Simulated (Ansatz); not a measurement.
Isolated molecules relaxed with PBE0-D4/def2-TZVP in Ansatz; ΔE leaves out vibrations. CCSD(T)/CBS is the MP2 limit (def2-TZVPP, def2-QZVPP) plus CCSD(T) − MP2 in def2-TZVPP, frozen cores. This one scheme is used for every species. Functionals use def2-TZVPP. B3LYP here is the variant with VWN-RPA as its local correlation; programs differ in this. For Ge outer-core shells are correlated without core-valence functions, which leaves a few kJ/mol of doubt a bond. Scalar relativity is left out up to krypton. One conformer a species, not always the lowest.

Consider the cleavage of the Ge–P bond: `[SiH3][CH2][GeH2][PH2]` + HCl → `[SiH3][CH2][GeH2][Cl]` + PH₃.

`[SiH3][CH2][GeH2][PH2]`:

Z-matrix (Å, degrees):
```
Si
C 1 1.870
H 1 1.488 2 110.1
H 1 1.489 2 111.4 3 120.3
H 1 1.488 2 110.1 3 -119.4
Ge 2 1.961 1 113.7 3 59.7
H 2 1.094 1 109.8 3 -179.2
H 2 1.094 1 109.8 3 -61.4
P 6 2.324 2 113.6 1 179.7
H 6 1.541 2 109.7 1 59.2
H 6 1.541 2 109.7 1 -59.9
H 9 1.421 6 93.5 2 46.9
H 9 1.421 6 93.5 2 -46.4
```

HCl:

Cartesian coordinates in Å:
```
Cl -0.591 -0.222 -0.102
H 0.591 0.222 0.102
```

`[SiH3][CH2][GeH2][Cl]`:

Cartesian coordinates in Å:
```
Si -0.123 -0.366 1.567
C 0.373 -0.717 -0.207
Ge 0.060 0.749 -1.445
Cl -1.997 1.381 -1.225
H -1.600 -0.331 1.702
H 0.417 -1.425 2.461
H 0.437 0.944 1.996
H 1.445 -0.941 -0.246
H -0.159 -1.598 -0.575
H 0.926 1.972 -1.111
H 0.221 0.333 -2.916
```

PH₃:

Z-matrix (Å, degrees):
```
P
H 1 1.420
H 1 1.420 2 93.1
H 1 1.420 2 93.1 3 93.3
```

Is it downhill or uphill in electronic energy at CCSD(T)/CBS, and by how much? (Estimate.)

Ansatz gave: Downhill: ΔE = -50.9 kJ/mol.

What do these levels give: PBE0-D4, B3LYP-D4, ωB97X-V, PBE, PBE0, HF/def2-TZVPP, MP2/def2-TZVPP, HF/def2-QZVPP, MP2/def2-QZVPP, SCS-MP2/def2-QZVPP, HF/CBS(def2), CCSD/CBS(def2)? (An estimate is asked.)

Ansatz gave: PBE0-D4 -48.7, B3LYP-D4 -54.9, ωB97X-V -57.8, PBE -46.5, PBE0 -50.1, HF/def2-TZVPP -74.3, MP2/def2-TZVPP -52.2, HF/def2-QZVPP -74.7, MP2/def2-QZVPP -52.1, SCS-MP2/def2-QZVPP -56.9, HF/CBS(def2) -74.7, CCSD/CBS(def2) -53.5 kJ/mol.

Largest T1 diagnostic among the species: 0.013.

In def2-TZVPP, CCSD(T) changes the Hartree–Fock value by +23.1 kJ/mol (the triples alone add +2.6 kJ/mol) and MP2 by +22.1 kJ/mol. From PBE to PBE0 (25 % exact exchange), in def2-TZVPP and without D4, ΔE moves by −3.6 kJ/mol.
